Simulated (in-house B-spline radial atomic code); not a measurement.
A calculation on the rhenium ion Re⁶⁺ (an excited or competing configuration): its settings, and results tabulated from the run. All numbers are computed (Dirac-Hartree-Fock, average of configuration; Fermi nucleus of rms radius 5.3698 fm) with a B-spline radial code for spherical atoms, not measured.

Command:
```bash
python run_scf.py task.json out
```
Settings (nuclear radius in fm, mass in u):
```
Z                75
configuration    [Xe] 4f14 8s1
hamiltonian      dirac
method           hf
spin_polarised   False
nucleus          fermi
rms_radius       5.3698
atomic_mass      186.95575
speed_of_light   137.035999084
```

Output (hartree, bohr):
```
 radial grid: 75 intervals, B-splines of order 8, outer radius 45.3731 bohr

 iter        energy (Eh)    residual
    1      -16693.650017    6.57e-01
    2      -16696.443699    3.10e-01
    3      -16698.059974    3.50e-02
    4      -16698.071862    1.37e-02
    5      -16698.073373    1.80e-03
    6      -16698.073400    4.11e-04
    7      -16698.073402    2.45e-04
    8      -16698.073403    1.04e-05
    9      -16698.073403    2.66e-07

 total energy                    -16698.07340
 kinetic                           18870.1446
 electron-nucleus                 -41545.6989
 electron-electron                  5977.4810

 first-order corrections (not in the total)
   Gaunt                            20.1625
   retardation                      -2.1360
   frequency dependence             -0.3576
   self-energy                      14.7515
   Uehling                          -2.8110
   Wichmann-Kroll                    0.1139
   recoil                            0.0301

 orbital      occ     eigenvalue          <r>       <r^2>       <1/r>       r_max    small
 1s1/2      2.000     -2654.4121    0.0180366 0.000447941      88.708     0.01124  8.02e-02
 2s1/2      2.000      -468.0971    0.0755381  0.00681137     21.6457     0.06467  1.82e-02
 2p1/2      2.000      -447.0691    0.0625413  0.00487162     21.5652     0.04809  1.83e-02
 2p3/2      4.000      -394.0565    0.0705734   0.0060648     18.0318     0.05499  1.65e-02
 3s1/2      2.000      -113.2577     0.196463   0.0442831     7.96146      0.1819  6.04e-03
 3p1/2      2.000      -103.9185     0.186826   0.0407036       7.862      0.1705  5.97e-03
 3p3/2      4.000       -92.2300     0.201565   0.0471785     6.95198      0.1845  5.46e-03
 3d3/2      4.000       -76.7604     0.176578   0.0366331     6.82634      0.1446  5.31e-03
 3d5/2      6.000       -74.2486     0.181119   0.0384125      6.6125      0.1485  5.17e-03
 4s1/2      2.000       -27.5016     0.440638    0.219222      3.3254      0.4131  1.97e-03
 4p1/2      2.000       -23.5643     0.445884    0.226296     3.21239      0.4132  1.88e-03
 4p3/2      4.000       -20.8097     0.477362     0.25913      2.9125      0.4418  1.70e-03
 4d3/2      4.000       -14.3342     0.493546    0.282087     2.69328      0.4389  1.50e-03
 4d5/2      6.000       -13.8168     0.504636    0.294689     2.61874      0.4483  1.44e-03
 5s1/2      2.000        -6.9216       1.0218     1.16581     1.31356      0.9375  4.56e-04
 5p1/2      2.000        -5.5472      1.09644     1.34755     1.21087      0.9941  3.99e-04
 5p3/2      4.000        -5.0782       1.1723     1.53801     1.11365       1.065  3.54e-04
 4f5/2      6.000        -5.6021     0.561842    0.385252     2.20511      0.4162  1.07e-03
 4f7/2      8.000        -5.5034     0.569581    0.396015     2.17485      0.4213  1.05e-03
 8s1/2      1.000        -0.9057      5.84708     37.9774    0.230474        6.21  3.52e-05
```

Run time, properties included: 1.8 s on 1 thread of Intel(R) Xeon(R) Platinum 8375C CPU @ 2.90GHz (shared host).

For the Dirac Hamiltonian the kinetic term is c α·p + (β - 1)c².
